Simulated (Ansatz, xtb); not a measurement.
**C5H10O2: which of two isomers lies lower**

Structure a: `CC/C(O)=C/OC`, a singlet. Structure b: `C/C=C(\O)COC`, a singlet. Both are isolated molecules in the gas phase, relaxed with B3LYP-D3(BJ)/def2-SVP, each in the lowest conformer that the search found.

Problem. Estimate which is lower in electronic energy at CCSD(T)/def2-SVP + ΔMP2/def2-TZVPP, and by roughly how much.

Solution. CCSD(T)/def2-SVP + ΔMP2/def2-TZVPP gives E(b) − E(a) = −0.15 kcal/mol, slightly favouring structure b, which is too small a margin to settle the true order.

Level by level:

| level | geometry | E(b) − E(a) (kcal/mol) | departure from the last row (kcal/mol) | job, with rough time for the two |
| --- | --- | --- | --- | --- |
| GFN2-xTB | GFN2-xTB | +2.71 | +2.86 | optimisation, 0.54 s |
| HF/STO-3G | GFN2-xTB | +2.10 | +2.24 | single point, 1.8 s |
| r2SCAN-D4/def2-SVP | GFN2-xTB | −0.06 | +0.09 | single point, 12 s |
| B3LYP-D3(BJ)/def2-SVP | B3LYP-D3(BJ)/def2-SVP | +0.48 | +0.63 | optimisation, 3.6 min |
| HF/def2-SVP | B3LYP-D3(BJ)/def2-SVP | +0.37 | +0.52 | part of the CCSD(T) run |
| MP2/def2-SVP | B3LYP-D3(BJ)/def2-SVP | +0.41 | +0.56 | part of the CCSD(T) run |
| CCSD(T)/def2-SVP | B3LYP-D3(BJ)/def2-SVP | +0.25 | +0.39 | single point |
| CCSD(T)/def2-SVP + ΔMP2/def2-TZVPP | B3LYP-D3(BJ)/def2-SVP | −0.15 |  | single point, 5.2 min |

As drawn, both hold the same kinds of bond in the same numbers.

The largest departure from CCSD(T)/def2-SVP + ΔMP2/def2-TZVPP is that of GFN2-xTB, 2.86 kcal/mol. The last row adds to CCSD(T) the change of the MP2 difference between the two basis sets, here −0.39 kcal/mol.

With thermal terms from frequencies at re-optimised GFN2-xTB minima (ideal gas, soft modes damped towards free rotors, one conformer each, 298.15 K, 1 atm): on the last row, ΔE + ΔZPE = −0.41, ΔH = −0.47, ΔG = −0.21 kcal/mol.

The correlated steps freeze 7 core orbitals. Codes used: Ansatz 0.2.0, xtb 6.7.1; the last row on 2 threads of Intel(R) Xeon(R) Processor @ 2.50GHz (Skylake/Cascade Lake) on a shared host.
